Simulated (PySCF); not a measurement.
CH₂F, SMILES [CH2]F (connectivity only; charge and spin as stated), charge +1, multiplicity 1.

Coordinates come from a PBE0-D3(BJ)/def2-TZVPD optimisation. The spin state was assumed, not searched. The isomer is the one that the SMILES or the coordinates give; other isomers of the formula were not compared.

All values below come from ωB97X/def2-TZVPD run with PySCF.

Problem. Estimate the frontier levels, gap, dipole moment and polarisability. (Estimate from the structure and the level; the computed values follow.)

Solution. 
```
Item                                                              Value
------------------------------------------------  ---------------------
highest occupied level                                        -22.40 eV
lowest empty level                                             -9.16 eV
orbital gap                                                    13.24 eV
dipole moment about the centre of nuclear charge              0.652 e·Å
mean static polarisability                         10.5 bohr³ (1.55 Å³)
polarisability, principal values                  8.0, 10.7, 12.7 bohr³
```
